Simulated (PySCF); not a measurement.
Computed properties of C₆H₅F, SMILES C#CC(=C)/C=C\F

C₆H₅F, SMILES C(#C)C(=C)/C=C\F. Geometry optimised at PBE0-D3(BJ)/def2-SVP. The structure was generated by enumeration; whether it is a known compound was not checked. One conformer was computed; it need not be the lowest. All values are computed for the isolated molecule unless a solvent is named; none is compared with measurement here.

**Structure.** The optimised structure has Cs symmetry. All 30 harmonic modes at PBE0-D3(BJ)/def2-SVP (PySCF) are real, so it is a minimum. With heavy atoms numbered as in [CH:1]#[C:2][C:3](=[CH2:4])/[CH:5]=[CH:6]\[F:7], the shortest bond between them is C1–C2 at 1.212 Å and the longest C3–C5 at 1.464 Å.

**Vibrations.** The strongest infrared lines (harmonic, unscaled, degenerate partners summed) lie at 1770 cm⁻¹ (109 km/mol, C 94 %), 3491 cm⁻¹ (77 km/mol, H 86 %, C 14 %), 1292 cm⁻¹ (71 km/mol, H 67 %, C 18 %, F 14 %). The softest mode is at 65 cm⁻¹ and the zero-point energy is 55.3 kcal/mol.

**Electronic structure.** HF/def2-TZVP (PySCF) places the frontier levels at -8.75 and 2.27 eV, a gap of 11.02 eV, and gives a dipole moment of 1.67 D and a mean polarisability of 72.7 bohr³. PBE/def2-TZVP (PySCF) at the same geometry gives -5.69 and -2.24 eV, so its gap is 7.57 eV narrower. An orbital gap is neither the optical nor the fundamental gap.

**Excitations.** TDDFT-CAM-B3LYP/def2-SVPD (PySCF) has S1 at 5.26 eV (236 nm, f = 0.378, bright); the most intense of the 10 singlets computed lies at 5.26 eV (f = 0.38). T1 (TDA) is at 2.85 eV. TDDFT-PBE/def2-SVPD (PySCF) puts S1 at 4.49 eV. No vertical singlet excitation falls in the visible range (under 3.1 eV).

**NMR.** GIAO shifts at B3LYP/pcSseg-1 (PySCF) (non-relativistic, atoms alike by connectivity averaged): ¹³C from 85.6 to 159.7 ppm against TMS; ¹H from 3.3 to 6.7 ppm against TMS; ¹⁹F at -119.1 ppm against CFCl3.

**Solvation.** SMD-M06-2X/def2-SVP (PySCF) gives -0.8 kcal/mol in water, -5.4 kcal/mol in acetonitrile, -3.3 kcal/mol in benzene (1 M in both phases, gas-phase geometry); of these solvents acetonitrile holds the molecule best.
